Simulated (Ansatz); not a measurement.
One change: `O[SiH2]C(F)Br` becomes `FC(F)Br`.

Ansatz, PBE0-D4/def2-TZVP geometries, multiplicity 1. Each molecule was computed in one conformer, which needn't be the lowest.

Scalar relativity is left out up to krypton. Spin–orbit coupling is left out; it splits and shifts lone-pair levels of the heavy atoms by tenths of an eV.

| property | `O[SiH2]C(F)Br` |
| --- | --- |
| size of the dipole moment (B3LYP/def2-TZVPP) / D | 1.49 |
| HOMO–LUMO gap (PBE0/def2-TZVPP) / eV | 7.40 |
| LUMO energy (B3LYP/def2-TZVPP) / eV | -0.80 |
| size of the dipole moment (PBE/def2-TZVPP) / D | 1.40 |
| HOMO–LUMO gap (B3LYP/def2-TZVPP) / eV | 6.92 |
| HOMO energy (ωB97M-V/def2-TZVPP) / eV | -10.18 |

Give the same properties after the change, and the shifts. (Estimate.)

The calculation gave: 
```json
{"property": "size of the dipole moment (B3LYP/def2-TZVPP) / D", "`FC(F)Br`": "1.37", "shift": "-0.12"}
{"property": "HOMO–LUMO gap (PBE0/def2-TZVPP) / eV", "`FC(F)Br`": "8.35", "shift": "0.95"}
{"property": "LUMO energy (B3LYP/def2-TZVPP) / eV", "`FC(F)Br`": "-0.80", "shift": "0.00"}
{"property": "size of the dipole moment (PBE/def2-TZVPP) / D", "`FC(F)Br`": "1.28", "shift": "-0.12"}
{"property": "HOMO–LUMO gap (B3LYP/def2-TZVPP) / eV", "`FC(F)Br`": "7.76", "shift": "0.84"}
{"property": "HOMO energy (ωB97M-V/def2-TZVPP) / eV", "`FC(F)Br`": "-11.11", "shift": "-0.93"}
```

With PBE0 the HOMO falls by 0.89 eV and the LUMO rises by 0.06 eV, so the gap widens by about 0.95 eV. PBE moves the HOMO by -0.84 eV and ωB97M-V by -0.93 eV. Dipoles are sizes alone; their direction can turn.

B3LYP here is the variant with VWN-RPA as its local correlation; programs differ in this.
